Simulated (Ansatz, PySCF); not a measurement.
Process, species as SMILES: C[N](C)[GeH3] [N-germyl-N-methylmethanamine] -> [CH2][N](C)[GeH3] + H atom (the C-H bond breaks)

Quantity: bond dissociation energy (electronic), in kcal/mol. Terms: open shells spin-unrestricted; LANL2DZ with its own core potentials from Na on; 6-31G* and kin with 6d, 5d where marked; valence correlation only (noble-gas shells and the d and f shells of earlier blocks); non-relativistic; no dispersion term unless named; no spin-orbit coupling. Ab initio and DFT rows: single points at B3LYP-D3(BJ) geometries (Ansatz, a first-principles code).

| level | program | bond dissociation energy (electronic) (kcal/mol) |
|---|---|---|
| HF/6-31G* | Ansatz | 78.0 |
| PBE/LANL2DZ | Ansatz | 93.8 |
| PBE/6-31G* | Ansatz | 96.1 |
| BLYP/6-31G* | Ansatz | 95.7 |
| BP86/def2-SVP | PySCF | 95.4 |
| B3LYP/3-21G | Ansatz | 97.3 |
| B3LYP/6-31G* | Ansatz | 97.8 |
| B3LYP/def2-SVP | Ansatz | 94.8 |
| B3LYP/6-31G* with LANL2DZ past Ar | Ansatz | 97.8 |
| MP2/6-31G* with LANL2DZ past Ar | Ansatz | 92.1 |
| B3LYP-D3(BJ)/def2-TZVPD | Ansatz + dftd3 | 95.0 |
| B2PLYP-D3(BJ)/def2-TZVPD | Ansatz + dftd3 | 95.1 |

No value to compare with is used here. The 10 habitual levels span 78.0 (HF/6-31G*) to 97.8 kcal/mol (B3LYP/6-31G* with LANL2DZ past Ar); B3LYP-D3(BJ)/def2-TZVPD gives 95.0.

The levels are drawn from those run, B3LYP/6-31G* more often than the rest, none by its result; left out are runs that failed, that the program found above a lower state of the same kind, or whose <S^2> lies over 0.5 above the pure value.
